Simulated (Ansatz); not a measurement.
Mulliken charges of CH5AlBrN (`[NH2][AlH][CH2]Br`) from PBE/def2-TZVPP in Ansatz (PBE0-D4/def2-TZVP geometry).

| atom | x (Å) | y (Å) | z (Å) | charge (e) |
| --- | --- | --- | --- | --- |
| N1 | -0.492 | 1.603 | -0.617 | -0.401 |
| Al2 | 0.648 | 0.351 | -0.114 | 0.430 |
| C3 | -0.042 | -1.208 | 0.846 | -0.341 |
| Br4 | 0.004 | -2.325 | -0.800 | -0.119 |
| H5 | -1.487 | 1.582 | -0.468 | 0.137 |
| H6 | -0.245 | 2.392 | -1.192 | 0.140 |
| H7 | 2.189 | 0.513 | -0.412 | -0.129 |
| H8 | -1.077 | -1.225 | 1.179 | 0.137 |
| H9 | 0.589 | -1.728 | 1.562 | 0.145 |

**Question.** By hand: the dipole of these point charges (1 e Å = 4.8032 D).

**Answer.** Σ q r = (-0.093, 0.264, 0.215) e Å, of length 0.353 e Å = 1.70 D.

**Question.** How does the dipole of the full density compare? (An estimate is asked.)

**Answer.** Ansatz gave: (-0.241, 0.209, 0.201) e Å, 1.81 D; the point charges give 0.94 times that, at 25° from its direction.

Point charges leave out the atoms' own dipoles, such as those of lone pairs, and Mulliken's split depends on the basis, so the two needn't agree.
